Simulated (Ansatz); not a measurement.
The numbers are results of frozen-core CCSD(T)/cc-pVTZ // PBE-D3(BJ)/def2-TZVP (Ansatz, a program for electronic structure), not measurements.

Ansatz 0.2 input:
```yaml
crystal:
  periodic: [false, false, false]
  atoms:
    - { symbol: Br, position_ang: [-1.227878, -1.921686, -0.042297] }
    - { symbol: Ga, position_ang: [-0.000047, 0.000108, -0.00029] }
    - { symbol: Br, position_ang: [2.277597, -0.103386, 0.064903] }
    - { symbol: Br, position_ang: [-1.049673, 2.024963, -0.022316] }
basis:
  gaussian: { orbitals: cc-pVTZ }
correlation:
  method: ccsd_t
```

Output:

```
Functional definition: HF
1141 factors; integrals over basis functions are off by at most 7.7e-4 eV
mean field evaluation 1: about -262340.1231 eV, gradient 1.9e1 eV
mean field evaluation 2: about -262340.1540 eV, gradient 1.9e1 eV
mean field evaluation 4: about -262341.3707 eV, gradient 1.5e0 eV
mean field evaluation 8: about -262341.3865 eV, gradient 1.3e-1 eV
mean field evaluation 16: about -262340.9738 eV, gradient 1.3e1 eV
mean field -262341.38658055 eV, -9640.8681354568 hartree, gradient 1.2e-6 eV, S^2 0.000000; 0 other end points of the search recorded, 0 dependent functions left out
36 core orbitals not correlated
reference -262341.38658055 eV, -9640.8681354568 hartree; 32, 32 occupied and 104, 104 virtual orbitals, 1141 factors
second order -21.99919234 eV of doubles, -0.00000000 eV of singles
cycle   1  -22.03499201 eV  change   -3.6e-2 eV  update   1.0e-1
cycle   2  -22.59245633 eV  change   -5.6e-1 eV  update   2.6e-2
cycle   3  -22.66560495 eV  change   -7.3e-2 eV  update   1.3e-2
cycle   4  -22.64750452 eV  change    1.8e-2 eV  update   3.2e-3
cycle   5  -22.64811017 eV  change   -6.1e-4 eV  update   1.3e-3
cycle   6  -22.64820154 eV  change   -9.1e-5 eV  update   3.1e-4
cycle   7  -22.64798437 eV  change    2.2e-4 eV  update   1.1e-4
cycle   8  -22.64803427 eV  change   -5.0e-5 eV  update   3.1e-5
perturbative correction -0.98141575 eV, -0.0360663636 hartree
Total energy: -262365.01603057 eV, -9641.7365017282 hartree
```

Cost: around 70 core-seconds (rough).
